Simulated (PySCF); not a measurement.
Calculated NMR parameters of O=C1C=C([SiH2]F)C(=O)O1

```
Formula                               : C4H3FO3Si
SMILES                                : O=C1C=C([SiH2]F)C(=O)O1
InChI                                 : InChI=1S/C4H3FO3Si/c5-9-2-1-3(6)8-4(2)7/h1H,9H2
Point group of the computed structure : Cs
Degrees of unsaturation               : 4
Carbon signals                        : 4
Proton signals                        : 2
```

Mapped SMILES: `[O:1]=[C:2]1[CH:3]=[C:4]([SiH2:5][F:6])[C:7](=[O:8])[O:9]1` (H(Xn): hydrogen on atom n).

- geometry from GFN2-xTB
- shieldings: GIAO PBE0/pcSseg-1
- code: PySCF 2.14.0 with density-fitted response routines
- averaged over atoms made equivalent by symmetry, fast rotation or ring inversion, in vacuum, one conformer, no relativistic terms

Shifts are taken against calculated references (same method and geometry level): TMS for $^{1}$H (σ = 31.72 ppm), $^{13}$C (σ = 186.93 ppm), $^{29}$Si (σ = 349.16 ppm); $^{19}$F (σ = 170.95 ppm) against CFCl3; $^{17}$O (σ = 336.08 ppm) against H2O.

| carbon | δC, type | δH (multiplicity) | HMBC from (2–3 bonds) | span of the C tensor (ppm) |
| --- | --- | --- | --- | --- |
| C2 | 170.8, C | – | H(C3) | 162 |
| C3 | 153.6, CH | 7.28 (m) | H(Si5) | 240 |
| C4 | 155.6, C | – | H(C3), H(Si5) | 228 |
| C7 | 174.2, C | – | H(C3), H(Si5) | 152 |

Other nuclei:
```tsv
atoms	nucleus	environment	δ (ppm)	σ (ppm)
H(Si5)	$^{1}$H	hydrogen on a silicon bonded to C, F	5.62	26.10
F6	$^{19}$F	fluorine bonded to Si	-234.7	405.7
Si5	$^{29}$Si	silicon bonded to C, F, 2 H	-8.9	358.0
O1	$^{17}$O	ester carbonyl oxygen	509.3	-173.2
O8	$^{17}$O	ester carbonyl oxygen	499.1	-163.0
O9	$^{17}$O	ester alkoxy oxygen	311.3	24.8
```

Carbon types of the structure: 3 × C, 1 × CH, leaving 2 H on heteroatoms. δC 174.2, 170.8: anhydride carbonyl carbon; lone-pair donation from the attached heteroatom keeps it upfield of a ketone carbonyl. δC 155.6, 153.6: β carbon of a C=C–C=O unit; conjugation with the carbonyl draws π density from the β position. δH 7.28: hydrogen on a β carbon of a C=C–C=O unit; olefinic region. δH 5.62: hydrogen on a silicon bonded to C, F.

Splittings by $^{19}$F in the carbon and heteronuclear signals aren't shown, as no couplings were computed. Shifts are as computed. Against solution values, carbons near 30 ppm lie about +3 ppm off and those near 130 ppm about +5 ppm. Of 1211 compounds with measured shifts, 218 miss one by over three times the rms of a fit or turn the order of signals round; such compounds aren't used in these exercises. Unscaled 19F shifts against computed CFCl3 carry errors that often reach 10 to 50 ppm. Unscaled 17O shifts of doubly bonded oxygen tend to come out too high, by tens of ppm or more. Experimental scales use liquid or dissolved standards, which lie at an offset from isolated H2O (liquid H2O: subtract about 36 ppm). No couplings were computed; multiplicities are counted from neighbouring protons, with m where these are inequivalent, close in shift, in a saturated or five-membered ring or joined by F or P, and br s for small geminal =CH2 splittings.
